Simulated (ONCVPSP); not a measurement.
# Ce: one change to an ONCV potential, before and after

cerium (Ce), optimised norm-conserving Vanderbilt (ONCV), made with ONCVPSP 4.0.1 (LDA (Perdew-Wang 92), scalar-relativistic). Core [Kr], reference 4d10 4f0.5 5s2 5p6 5d1.5 6s2. Waves: 5s+6s: rc 2.80 bohr, ncon 5, nbas 8, qcut 3.5 1/bohr, 2 projectors; 5p: rc 2.05 bohr, ncon 4, nbas 9, qcut 5.8 1/bohr, 2 projectors, debl 1.9 Ha; 4d+5d: rc 1.40 bohr, ncon 3, nbas 8, qcut 11 1/bohr, 3 projectors, debl 3.9 Ha; 4f: rc 1.30 bohr, ncon 3, nbas 7, qcut 12.1 1/bohr, 2 projectors, debl 1.3 Ha. Local part: polynomial inside 1.05 bohr (lpopt 4, dvloc0 6 Ha). Core correction: none.

Change: s: qcut 4.5; p: qcut 7.5; d: qcut 14.2; f: qcut 15.7.

Cutoffs: the cutoffs (Ha) at which the residual kinetic energy of the hardest occupied pseudo-wave falls to 1 and 0.1 mHa per electron; they do not see the model core or the augmentation charge, which bear on the density cutoff. Errors are all-electron minus pseudo energies relative to the spin-unpolarised reference configuration.

Q: What does the change do?

A: The potential gets harder (63 Ha and 70 Ha → 85 Ha and 96 Ha); of the 3 tests that both files solve, the error grows in 0 and shrinks in 3 by more than 15 % and 0.3 meV (median size 53.3 → 16.7 meV); the range in which the p phases agree widens (upper end 2.7 → at the end of the scan); neither file shows a bound ghost.

| quantity | base | changed |
| --- | --- | --- |
| cutoff, loose | 63 Ha | 85 Ha |
| cutoff, tight | 70 Ha | 96 Ha |
| loose cutoff by channel | s 5.4 Ha, p 12 Ha, d 49 Ha, f 63 Ha | s 7.3 Ha, p 16 Ha, d 63 Ha, f 85 Ha |
| bound ghosts | none | none |
| GHOST(+) flags under 300 eV | s at 21.6 eV, p at 163.1 eV | s at 27.4 eV, p at 174.0 eV |
| tests counted as reliable (solved cleanly; for ONCVPSP, near-neutral configurations with less than one 5d electron left out) | 3 of 4 | 3 of 4 |
| error for 4d10 4f1 5s2 5p6 5d1 6s2, meV [ΔE -1.84 eV] | +41 | +6.3 |
| error for 4d10 4f1 5s2 5p6 5d1 6s1, meV [ΔE 4.43 eV] | +53 | +17 |
| error for 4d10 4f1 5s2 5p6 5d1 6s0, meV [ΔE 15.77 eV] | +73 | +34 |
| s: phases at 2.84 bohr within 0.05 rad from the reference energy up to (Ha; the scan ends near 5) | n/a | 1.0 |
| p: phases at 2.08 bohr within 0.05 rad from the reference energy up to (Ha; the scan ends near 5) | 2.7 | to the end of the scan |
| d: phases at 1.42 bohr within 0.05 rad from the reference energy up to (Ha; the scan ends near 5) | to the end of the scan | to the end of the scan |
| f: phases at 1.32 bohr within 0.05 rad from the reference energy up to (Ha; the scan ends near 5) | to the end of the scan | to the end of the scan |
